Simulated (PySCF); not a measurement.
HCeO: from structure and modes to constants

These are results of PySCF, UPBE, basis Ce def2-SVP with ECP28, O def2-SVP, H def2-SVP (scalar-relativistic core potentials, no spin–orbit coupling, density fitting), not measurements.

The doublet minimum has Cs symmetry. Masses (u): Ce 139.90544, O 15.99492, H 1.00782.

```xyz
3
charge 0 multiplicity 2, angstrom
Ce    0.1380    0.0000   -0.1227
O    -1.3259    0.0000    0.9391
H     1.9350    0.0000    1.0225
```

Harmonic wavenumbers (cm⁻¹): 319.3 (×1), 832.0 (×1), 1216.7 (×1).

Find the principal moments of inertia and the rotational constants. What kind of rotor is it?

About the centre of mass I = 3.8505, 47.969, 51.819 u Å². With B = 16.8576/I this gives 4.378, 0.3514, 0.3253 cm⁻¹. The molecule is an asymmetric top with κ = -0.99.

What is the harmonic zero-point energy?

Half the sum of all 3 wavenumbers, 2368/2 = 1184 cm⁻¹, which is 14.2 kJ/mol (1 cm⁻¹ = 0.0119627 kJ/mol).

Give the standard entropy (298.15 K, 1 bar) by its translational, rotational, vibrational and spin parts, and Cp.

Sackur–Tetrode with M = 156.91 u gives 171.9; rotation with symmetry number 1 gives 86.6; vibration 6.4; spin R ln 2 = 5.8. The total is 270.7 J/(mol K), and Cp = 4 R + 10.2 = 43.4 J/(mol K).

The spin densities have lower symmetry than the nuclear frame, so modes carry no symmetry labels. Other isomers or separated fragments may lie lower. With open d or f shells other occupations or spin states may lie lower. The pruned grid is coarse for the open f shell: energies are uncertain by about 2 kJ/mol and soft modes are noisy. With an element this heavy the missing spin–orbit coupling can shift these numbers.
